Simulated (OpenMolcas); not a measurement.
A calculation on Sb I.

```
Program             : OpenMolcas
Method              : CASSCF
Basis               : ANO-RCC-VTZP [7s6p4d2f1g]
Scalar Hamiltonian  : DKH2, point nucleus
Active space        : 3 electrons in 3 orbitals (5p)
State averaging     : 2S+1 = 4 odd, 1 root; 2S+1 = 2 odd, 8 roots
Spin-orbit coupling : state interaction with AMFI integrals over the reference wave functions, term energies averaged over their components
```

Task: Which level of the active space comes out lowest?

Result: 5s² 5p³ ⁴S°_3/2, with 98 % of that term; it is also the measured ground level.

Task: How high does 5s² 5p³ ²P°_3/2 lie?

Result: 23220 cm⁻¹ above the lowest level; measured 18464 cm⁻¹ above the ground level, so the calculation is off by +26 %.

Task: How high does 5s² 5p³ ²D°_5/2 lie?

Result: 13406 cm⁻¹ above the lowest level; measured 9854 cm⁻¹ above the ground level, so the calculation is off by +36 %.

Task: How high does 5s² 5p³ ²P°_1/2 lie?

Result: 21932 cm⁻¹ above the lowest level; measured 16395 cm⁻¹ above the ground level, so the calculation is off by +34 %.

Measured values: NIST Handbook of Basic Atomic Spectroscopic Data.

With the s shell closed, the reference lacks s² → p² mixing. Measured partners are found by configuration, term and J. A level has none where our copy of the source lacks it or the pairing is in doubt (some pairs that miss far off the trend of their configuration count as doubtful), and it then counts in no deviation. Only configurations of the active space appear.

° marks odd parity.
